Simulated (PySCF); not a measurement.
## Calculated data, CH₇B₂Ge, B₂GeH₅O, CH₅B₂Ge, AlBGeH₄N

All values are calculated (PySCF 2.14.0). Calculation on a computer-drawn molecule: the log of a Hartree-Fock and frozen-core CCSD(T) single point meant for a local Hartree-Fock minimum, with one planted fault or none, to be diagnosed. Offsets are logged minus clean, where the clean run is the same molecule without the fault. The reference is restricted for singlets and unrestricted otherwise, and also for a bond in bohr or an excited solution. Adding or removing an electron swaps singlet and doublet. The excited solution moves the top pair (singlet) or top alpha electron (doublet) to the lowest empty orbital. Highest occupied and lowest empty are orbital energies over both spins, largest force is the largest gradient component, triples share is (T) over the correlation energy, the T1 limit is 0.02 restricted and 0.045 unrestricted, electrons count all cores, a negative frequency is imaginary (commonest isotopes), and the dipole is about the centre of nuclear charge; on germanium a core potential holds 10 electrons, which the energies leave out, and 3d is frozen in MP2 and coupled-cluster steps.

Common to all runs: meant charge 0; meant multiplicity 2; meant basis and core potential on germanium cc-pVDZ-PP ECP10MDF; logged SCF converged yes; possible faults no fault, one electron removed, one electron added, multiplicity raised by two, geometry at a saddle point, SCF held on an excited solution, minimal basis STO-3G, one bond length entered in bohr, all coordinates scaled.

(1) 
```xyz
11
formula=CH7B2Ge meant_basis=cc-pVDZ logged_electrons=55 logged_basis_functions=100 logged_spin_squared=0.7638 logged_highest_occupied=-6.956 logged_lowest_empty=-0.35716 logged_largest_force=0.058612 logged_dipole_magnitude=0.6567 logged_SCF_stable_within_its_kind=no logged_energy_HF=-384.54073 planted_fault=SCF_held_on_an_excited_solution HF_energy_offset_from_clean_run=41.59
B     -1.1270     2.2079    -0.7362
B     -0.6073     0.8959    -0.0268
Ge     0.8152     1.0947     1.5000
C      2.4321     0.0344     1.1192
H     -1.4719     3.2303    -1.2207
H     -0.9784    -0.2077    -0.3146
H      0.2016     0.6070     2.8268
H      1.2373     2.5612     1.7244
H      2.9085     0.3825     0.2004
H      3.1478     0.1264     1.9385
H      2.1722    -1.0190     0.9980
```

Units: logged_highest_occupied, logged_lowest_empty in eV; logged_largest_force in hartree/bohr; logged_dipole_magnitude in debye; logged_energy_HF in hartree; HF_energy_offset_from_clean_run in kcal/mol.

Drawn bonds:
```tsv
atom	other atom	order
1	2	1
2	3	1
3	4	1
1	5	1
2	6	1
3	7	1
3	8	1
4	9	1
4	10	1
4	11	1
```

Notes: coupled-cluster numbers left out as unreliable.

(2) 
```xyz
9
formula=B2GeH5O meant_basis=cc-pVDZ logged_electrons=55 logged_basis_functions=90 logged_spin_squared=0.7571 logged_highest_occupied=-8.8547 logged_lowest_empty=0.93924 logged_largest_force=2.487e-05 logged_lowest_frequency=94.037 logged_T1_diagnostic=0.017238 logged_D1_diagnostic=0.051015 logged_triples_share=0.025816 logged_CC_converged=yes logged_dipole_magnitude=0.23592 logged_SCF_stable_within_its_kind=yes logged_energy_HF=-420.45809 logged_energy_CCSD(T)=-420.947 planted_fault=no_fault HF_energy_offset_from_clean_run=0 CCSD(T)_energy_offset_from_clean_run=0
B      0.7494    -0.3168    -2.2678
B     -0.1917     0.6510    -1.4455
Ge     0.9131     1.7675    -0.0920
O      2.5909     1.1787    -0.3899
H      1.4943    -1.0204    -2.8546
H     -1.3780     0.7557    -1.5569
H      0.8880     3.2877    -0.3282
H      0.5720     1.5195     1.3877
H      3.2739     1.5705     0.1339
```

Units: logged_highest_occupied, logged_lowest_empty in eV; logged_largest_force in hartree/bohr; logged_lowest_frequency in cm⁻¹; logged_dipole_magnitude in debye; logged_energy_HF, logged_energy_CCSD(T) in hartree; HF_energy_offset_from_clean_run, CCSD(T)_energy_offset_from_clean_run in kcal/mol.

Drawn bonds:
```tsv
atom	other atom	order
1	2	1
2	3	1
3	4	1
1	5	1
2	6	1
3	7	1
3	8	1
4	9	1
```

(3) 
```xyz
9
formula=B2GeH5O meant_basis=cc-pVDZ logged_electrons=54 logged_basis_functions=90 logged_spin_squared=0 logged_highest_occupied=-16.271 logged_lowest_empty=-6.8153 logged_largest_force=0.037417 logged_T1_diagnostic=0.018077 logged_D1_diagnostic=0.048011 logged_triples_share=0.024616 logged_CC_converged=yes logged_dipole_magnitude=7.3673 logged_SCF_stable_within_its_kind=yes logged_energy_HF=-420.17131 logged_energy_CCSD(T)=-420.64078 planted_fault=one_electron_removed HF_energy_offset_from_clean_run=180 CCSD(T)_energy_offset_from_clean_run=192.2
B      0.7494    -0.3168    -2.2678
B     -0.1917     0.6510    -1.4455
Ge     0.9131     1.7675    -0.0920
O      2.5909     1.1787    -0.3899
H      1.4943    -1.0204    -2.8546
H     -1.3780     0.7557    -1.5569
H      0.8880     3.2877    -0.3282
H      0.5720     1.5195     1.3877
H      3.2739     1.5705     0.1339
```

Units: logged_highest_occupied, logged_lowest_empty in eV; logged_largest_force in hartree/bohr; logged_dipole_magnitude in debye; logged_energy_HF, logged_energy_CCSD(T) in hartree; HF_energy_offset_from_clean_run, CCSD(T)_energy_offset_from_clean_run in kcal/mol.

Drawn bonds:
```tsv
atom	other atom	order
1	2	1
2	3	1
3	4	1
1	5	1
2	6	1
3	7	1
3	8	1
4	9	1
```

(4) 
```xyz
9
formula=CH5B2Ge meant_basis=cc-pVDZ logged_electrons=53 logged_basis_functions=90 logged_spin_squared=3.7752 logged_highest_occupied=-6.6261 logged_lowest_empty=-0.6579 logged_largest_force=0.092319 logged_T1_diagnostic=0.016193 logged_D1_diagnostic=0.062198 logged_triples_share=0.028751 logged_CC_converged=yes logged_dipole_magnitude=0.4439 logged_SCF_stable_within_its_kind=yes logged_energy_HF=-383.32974 logged_energy_CCSD(T)=-383.73351 planted_fault=multiplicity_raised_by_two HF_energy_offset_from_clean_run=58.51 CCSD(T)_energy_offset_from_clean_run=80.5
B     -0.9824    -2.0146     1.3889
C     -0.3298    -0.7939     1.3270
Ge     1.1260    -0.5459     0.1089
B      2.1601     1.1288    -0.1020
H     -1.5005    -3.0697     1.4001
H     -0.5971     0.0582     1.9427
H      1.3838    -1.8279    -0.6866
H      1.8803     2.0804     0.5689
H      3.0522     1.1642    -0.8994
```

Units: logged_highest_occupied, logged_lowest_empty in eV; logged_largest_force in hartree/bohr; logged_dipole_magnitude in debye; logged_energy_HF, logged_energy_CCSD(T) in hartree; HF_energy_offset_from_clean_run, CCSD(T)_energy_offset_from_clean_run in kcal/mol.

Drawn bonds:
```tsv
atom	other atom	order
1	2	1
2	3	2
3	4	1
1	5	1
2	6	1
3	7	1
4	8	1
4	9	1
```

(5) 
```xyz
8
formula=AlBGeH4N meant_basis=cc-pV(D+d)Z logged_electrons=61 logged_basis_functions=94 logged_spin_squared=0.7568 logged_highest_occupied=-8.9604 logged_lowest_empty=0.35444 logged_largest_force=3.85e-05 logged_lowest_frequency=86.86 logged_T1_diagnostic=0.025395 logged_D1_diagnostic=0.069924 logged_triples_share=0.03786 logged_CC_converged=yes logged_dipole_magnitude=3.5184 logged_SCF_stable_within_its_kind=yes logged_energy_HF=-616.63753 logged_energy_CCSD(T)=-617.08239 planted_fault=no_fault HF_energy_offset_from_clean_run=0 CCSD(T)_energy_offset_from_clean_run=0
B     -2.4072    -1.4892     1.0881
Ge    -1.5116     0.3678     1.0488
Al     0.7667     0.0516     0.1081
N      2.2241    -0.2140    -0.4872
H     -2.3730    -2.3696     1.8940
H     -2.2500     1.3487     0.1359
H     -1.3514     1.0139     2.4313
H      3.1328    -0.3472    -0.8588
```

Units: logged_highest_occupied, logged_lowest_empty in eV; logged_largest_force in hartree/bohr; logged_lowest_frequency in cm⁻¹; logged_dipole_magnitude in debye; logged_energy_HF, logged_energy_CCSD(T) in hartree; HF_energy_offset_from_clean_run, CCSD(T)_energy_offset_from_clean_run in kcal/mol.

Drawn bonds:
```tsv
atom	other atom	order
1	2	1
2	3	1
3	4	2
1	5	1
2	6	1
2	7	1
4	8	1
```

(6) 
```xyz
8
formula=AlBGeH4N meant_basis=cc-pV(D+d)Z logged_electrons=62 logged_basis_functions=94 logged_spin_squared=0 logged_highest_occupied=-0.8109 logged_lowest_empty=5.7546 logged_largest_force=0.03131 logged_T1_diagnostic=0.036965 logged_D1_diagnostic=0.13706 logged_triples_share=0.04094 logged_CC_converged=yes logged_dipole_magnitude=5.2249 logged_SCF_stable_within_its_kind=yes logged_energy_HF=-616.61525 logged_energy_CCSD(T)=-617.09891 planted_fault=one_electron_added HF_energy_offset_from_clean_run=13.98 CCSD(T)_energy_offset_from_clean_run=-10.36
B     -2.4072    -1.4892     1.0881
Ge    -1.5116     0.3678     1.0488
Al     0.7667     0.0516     0.1081
N      2.2241    -0.2140    -0.4872
H     -2.3730    -2.3696     1.8940
H     -2.2500     1.3487     0.1359
H     -1.3514     1.0139     2.4313
H      3.1328    -0.3472    -0.8588
```

Units: logged_highest_occupied, logged_lowest_empty in eV; logged_largest_force in hartree/bohr; logged_dipole_magnitude in debye; logged_energy_HF, logged_energy_CCSD(T) in hartree; HF_energy_offset_from_clean_run, CCSD(T)_energy_offset_from_clean_run in kcal/mol.

Drawn bonds:
```tsv
atom	other atom	order
1	2	1
2	3	1
3	4	2
1	5	1
2	6	1
2	7	1
4	8	1
```

Notes: T1 above single-reference limit.
